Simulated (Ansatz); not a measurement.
`N/C(O)=[N]\[AlH2]` and `C/N=C(\N)O` differ in one atom or group.

Ansatz, PBE0-D4/def2-TZVP geometries, multiplicity 1. Each molecule was computed in one conformer, which needn't be the lowest.

```json
{"property": "LUMO energy (PBE0/def2-TZVPP) / eV", "`N/C(O)=[N]\\[AlH2]`": "-0.59"}
{"property": "HOMO–LUMO gap (ωB97M-V/def2-TZVPP) / eV", "`N/C(O)=[N]\\[AlH2]`": "10.33"}
{"property": "HOMO–LUMO gap (PBE/def2-TZVPP) / eV", "`N/C(O)=[N]\\[AlH2]`": "4.53"}
{"property": "HOMO–LUMO gap (B3LYP/def2-TZVPP) / eV", "`N/C(O)=[N]\\[AlH2]`": "6.11"}
{"property": "HOMO–LUMO gap (PBE0/def2-TZVPP) / eV", "`N/C(O)=[N]\\[AlH2]`": "6.53"}
{"property": "HOMO energy (ωB97M-V/def2-TZVPP) / eV", "`N/C(O)=[N]\\[AlH2]`": "-9.34"}
```

(1) Give the same properties after the change, and the shifts. (Estimate.)

## Answers

(1) Computed: 
```json
{"property": "LUMO energy (PBE0/def2-TZVPP) / eV", "`C/N=C(\\N)O`": "0.89", "shift": "1.48"}
{"property": "HOMO–LUMO gap (ωB97M-V/def2-TZVPP) / eV", "`C/N=C(\\N)O`": "11.30", "shift": "0.97"}
{"property": "HOMO–LUMO gap (PBE/def2-TZVPP) / eV", "`C/N=C(\\N)O`": "5.48", "shift": "0.95"}
{"property": "HOMO–LUMO gap (B3LYP/def2-TZVPP) / eV", "`C/N=C(\\N)O`": "7.04", "shift": "0.93"}
{"property": "HOMO–LUMO gap (PBE0/def2-TZVPP) / eV", "`C/N=C(\\N)O`": "7.61", "shift": "1.08"}
{"property": "HOMO energy (ωB97M-V/def2-TZVPP) / eV", "`C/N=C(\\N)O`": "-9.00", "shift": "0.34"}
```

With PBE0 the HOMO rises by 0.39 eV and the LUMO rises by 1.48 eV, so the gap widens by about 1.09 eV. PBE moves the HOMO by 0.43 eV and ωB97M-V by 0.34 eV.

B3LYP here is the variant with VWN-RPA as its local correlation; programs differ in this.
